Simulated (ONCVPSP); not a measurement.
## rhenium: one change to an ONCV potential, before and after

- Element: Re (Z = 75)
- Generator: ONCVPSP 4.0.1
- Type: optimised norm-conserving Vanderbilt (ONCV)
- Functional: PBE
- Relativity: scalar-relativistic
- Frozen core: [Kr] 4d10
- Valence charge: 29
- Reference configuration: 4f14 5s2 5p6 5d6 6s1
- Partial waves: 5s+6s: rc 1.85 bohr, ncon 4, nbas 8, qcut 5.4 1/bohr, 2 projectors; 5p: rc 1.30 bohr, ncon 4, nbas 8, qcut 6.8 1/bohr, 2 projectors, debl 1.9 Ha; 5d: rc 1.60 bohr, ncon 5, nbas 10, qcut 6.1 1/bohr, 3 projectors, debl 2.1 Ha; 4f: rc 1.00 bohr, ncon 4, nbas 8, qcut 17 1/bohr, 2 projectors, debl 3.8 Ha
- Local potential: polynomial inside 0.90 bohr (lpopt 5, dvloc0 2 Ha)
- Core correction: Teter function, fcfact 3, rcfact 1.75

Change: f: debl 1.5.

Cutoffs: the cutoffs (Ha) at which the residual kinetic energy of the hardest occupied pseudo-wave falls to 1 and 0.1 mHa per electron; they do not see the model core or the augmentation charge, which bear on the density cutoff. Errors are all-electron minus pseudo energies relative to the spin-unpolarised reference configuration.

What does the change do?

The potential gets neither clearly harder nor softer (129 Ha and 140 Ha → 129 Ha and 140 Ha); both files keep a bound ghost (s); the errors of the 4 common tests hardly move; the range in which the f phases agree narrows (upper end at the end of the scan → 2.3).

| quantity | base | changed |
| --- | --- | --- |
| cutoff, loose | 129 Ha | 129 Ha |
| cutoff, tight | 140 Ha | 140 Ha |
| bound ghosts | s | s |
| GHOST(+) flags under 300 eV | none | f at 88.1 eV |
| error for 4f14 5s2 5p6 5d5 6s2, meV [ΔE -0.94 eV] | -1.0 | -1.1 |
| error for 4f14 5s2 5p6 5d5 6s1, meV [ΔE 8.30 eV] | 0.0 | +0.1 |
| error for 4f14 5s2 5p6 5d5 6s0, meV [ΔE 24.63 eV] | -5.5 | -5.4 |
| error for 4f14 5s2 5p6 5d4 6s2, meV [ΔE 9.02 eV] | -10 | -10 |
| s: phases at 1.88 bohr within 0.05 rad from the reference energy up to (Ha; the scan ends near 5) | to the end of the scan | to the end of the scan |
| p: phases at 1.32 bohr within 0.05 rad from the reference energy up to (Ha; the scan ends near 5) | to the end of the scan | to the end of the scan |
| d: phases at 1.62 bohr within 0.05 rad from the reference energy up to (Ha; the scan ends near 5) | to the end of the scan | to the end of the scan |
| f: phases at 1.02 bohr within 0.05 rad from the reference energy up to (Ha; the scan ends near 5) | to the end of the scan | 2.3 |
| rms error of d²Exc/dni dnj with the model core, mHa | 3.06 | 3.04 |

 A true bound ghost makes a file unfit for plane-wave use even where its test errors are small: the radial tests pick states by their node count and pass the ghost by.
